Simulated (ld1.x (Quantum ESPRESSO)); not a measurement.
# An all-electron radial function and its pseudo partner (titanium)

Columns: radius, all-electron u(r) and pseudo u(r) of the 3d shell (level -4.26 eV) of titanium in the configuration [Ne] 3s2 3p6 3d2 4s2 4p0; PBE, scalar-relativistic, TM scheme, ld1.x (Quantum ESPRESSO) 7.5.

```csv
r (bohr),all-electron,pseudo
0.085,0.0211,0.0065
0.170,0.1018,0.0478
0.255,0.2189,0.1414
0.340,0.3437,0.2784
0.425,0.4588,0.4297
0.510,0.5562,0.5626
0.595,0.6340,0.6584
0.680,0.6924,0.7162
0.765,0.7325,0.7468
0.850,0.7566,0.7619
0.935,0.7675,0.7685
1.020,0.7680,0.7681
1.105,0.7605,0.7605
1.190,0.7470,0.7470
1.275,0.7291,0.7291
1.360,0.7083,0.7083
1.445,0.6854,0.6854
1.530,0.6613,0.6613
1.615,0.6365,0.6365
1.700,0.6117,0.6117
1.785,0.5869,0.5869
1.870,0.5626,0.5626
1.955,0.5389,0.5389
2.040,0.5159,0.5159
2.125,0.4937,0.4937
2.210,0.4723,0.4723
```

Task: How many radial nodes do the two functions have?

Result: The all-electron 3d function has n − l − 1 = 0; the pseudo-wave has 0.

Task: At about which radius was the pseudo-wave matched?

Result: 1.10 bohr, where the columns begin to agree (steps of 0.09 bohr).

Task: Where does each function peak?

Result: Outermost all-electron maximum near 1.02 bohr, pseudo maximum near 0.94 bohr (to the table’s step).

Task: Is the pseudo-wave norm-conserving?

Result: Yes: the TM scheme keeps the norm inside the radius equal to the all-electron one, which fixes the energy derivative of the logarithmic derivative at the level.
